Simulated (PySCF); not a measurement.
This PySCF input asks for the NMR shieldings of `InChI=1S/C5H9NOSi/c1-2-7-8-5-3-4-6/h3,5H,2,8H2,1H3/b5-3+`; the geometry comes from GFN2-xTB.

```python
import basis_set_exchange as bse
import numpy as np
from pyscf import gto, dft
from pyscf.prop import nmr

atoms = """
C    -2.482642   -1.141507    0.275989
C    -1.974317   -0.017345   -0.613505
O    -0.598543    0.152942   -0.411712
Si    0.429584    1.195722   -1.093994
C     2.058618    0.753689   -0.271411
C     2.214594   -0.207332    0.640819
C     3.455583   -0.507280    1.233177
N     4.469368   -0.749168    1.714176
H    -3.549753   -1.279226    0.125967
H    -1.967874   -2.068327    0.035509
H    -2.298808   -0.902155    1.320359
H    -2.160984   -0.252229   -1.668269
H    -2.494899    0.919056   -0.379585
H     0.069519    2.588610   -0.806266
H     0.519878    1.007065   -2.546204
H     2.926767    1.327664   -0.568218
H     1.376912   -0.808149    0.969654
"""
names = dict.fromkeys(["C", "O", "Si", "N", "H"], "pcSseg-1")
basis = {el: gto.basis.parse(bse.get_basis(n, elements=[el], fmt="nwchem")) for el, n in names.items()}
mol = gto.M(atom=atoms, basis=basis, charge=0, verbose=0)
mf = dft.RKS(mol, xc="PBE0")
mf.grids.level = 2
mf.grids.alignment = dft.numint.BLKSIZE   # the property module wants whole blocks of grid points
mf.conv_tol = 1e-9
mf.kernel()

calc = nmr.RKS(mf)   # GIAO
C = mf.mo_coeff
Co = C[:, mf.mo_occ > 0]
resp = mf.gen_response(singlet=True, hermi=2)
def vind(x):   # induced exchange potential for any number of trial vectors
    d = np.einsum("pi,xij,qj->xpq", C, 2 * x.reshape(-1, C.shape[1], Co.shape[1]), Co, optimize=True)
    return np.einsum("xpq,pi,qj->xij", resp(d - d.transpose(0, 2, 1)), C, Co, optimize=True).ravel()
mo1, _ = nmr.rhf.solve_mo1(calc, with_cphf=vind)
sigma = calc.kernel(mo1)
for i, s in enumerate(sigma):   # ppm
    w = np.linalg.eigvalsh((s + s.T) / 2)
    print("%2d %-2s iso %8.1f  s11 %8.1f  s22 %8.1f  s33 %8.1f" % (i, mol.atom_pure_symbol(i), w.mean(), *w))
```

**Question.** What are the results?

**Answer.** 
```
 0 C  iso    166.6  s11    148.7  s22    165.3  s33    185.6
 1 C  iso    123.6  s11     93.9  s22    108.8  s33    168.2
 2 O  iso    315.1  s11    297.8  s22    314.9  s33    332.6
 3 Si iso    383.8  s11    348.4  s22    348.8  s33    454.2
 4 C  iso     27.9  s11    -94.4  s22     10.0  s33    168.1
 5 C  iso     62.5  s11    -55.6  s22     75.3  s33    167.9
 6 C  iso     64.2  s11    -55.6  s22    -46.8  s33    294.9
 7 N  iso    -54.2  s11   -194.5  s22   -189.1  s33    221.1
 8 H  iso     30.6  s11     26.7  s22     27.6  s33     37.6
 9 H  iso     30.2  s11     26.7  s22     28.5  s33     35.2
10 H  iso     30.2  s11     26.7  s22     28.5  s33     35.2
11 H  iso     27.7  s11     22.5  s22     27.8  s33     32.8
12 H  iso     27.7  s11     22.5  s22     27.8  s33     32.8
13 H  iso     26.5  s11     23.5  s22     24.6  s33     31.5
14 H  iso     26.5  s11     23.5  s22     24.6  s33     31.5
15 H  iso     24.7  s11     21.3  s22     25.2  s33     27.7
16 H  iso     25.5  s11     21.5  s22     24.9  s33     30.0
```

These numbers come from an equivalent density-fitted implementation of the same equations, which agrees with the script to about 0.01 ppm for H and up to a few tenths of a ppm for heavy atoms, so last digits may differ.

**Question.** Turn these shieldings into chemical shifts. References, each an isolated molecule treated in the same way: ¹³C (σref 186.93), ²⁹Si (σref 349.16), ¹H (σref 31.72) against TMS; ¹⁷O (σref 336.08) against H2O; NH3 for ¹⁵N (σref 267.73).

**Answer.** Averaging equivalent atoms: C 4: 159.0; C 5: 124.4; C 6: 122.7; C 1: 63.3; C 0: 20.4; O 2: 21.0; Si 3: -34.6; N 7: 321.9; H 15: 6.98; H 16: 6.24; H 13/14: 5.18; H 11/12: 4.02; H 8/9/10: 1.40 ppm. Experimental scales use liquid or dissolved standards, which lie at an offset from isolated NH3 (liquid NH3: subtract about 20 ppm) and H2O (liquid H2O: subtract about 36 ppm). Unscaled 15N shifts of sp2 nitrogen come out 20 to 40 ppm too high even then.

Size and cost of the density-fitted run: 188 basis functions, 21 s wall time on 1 thread of an Intel Xeon 6975P-C, shared host; peak memory 0.83 GiB.
